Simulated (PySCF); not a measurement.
Computed shifts of a molecule C4H10Si2, PBE/pcSseg-1 (PySCF), GIAO, gas phase, atoms alike by connectivity averaged where their shifts nearly agree, in ppm (number of nuclei): ¹³C: 87.6 (1), 76.5 (1), 26.2 (1), 5.0 (1). ²⁹Si: -61.2 (1), -66.1 (1). ¹H: 4.28 (3), 4.19 (3), 2.96 (1), 2.48 (1), 2.17 (1), 0.86 (1). References: ¹³C against TMS (σ = 182.0 ppm); ²⁹Si against TMS (σ = 335.4 ppm); ¹H against TMS (σ = 31.49 ppm), references at their B3LYP-D3(BJ)/def2-TZVP geometries, non-relativistic. Geometry: TPSSh-D3(BJ)/def2-SVP. Other conformers were not sampled.

### Question
Pick the molecule that these values belong to.
A. C[Si@H]1C=C[C@H]1[SiH3]
B. C#CCC([SiH3])[SiH3]
C. C=C=CC([SiH3])[SiH3]
D. CCC1=C[SiH2][SiH2]1

### Answer
B, C#CCC([SiH3])[SiH3]
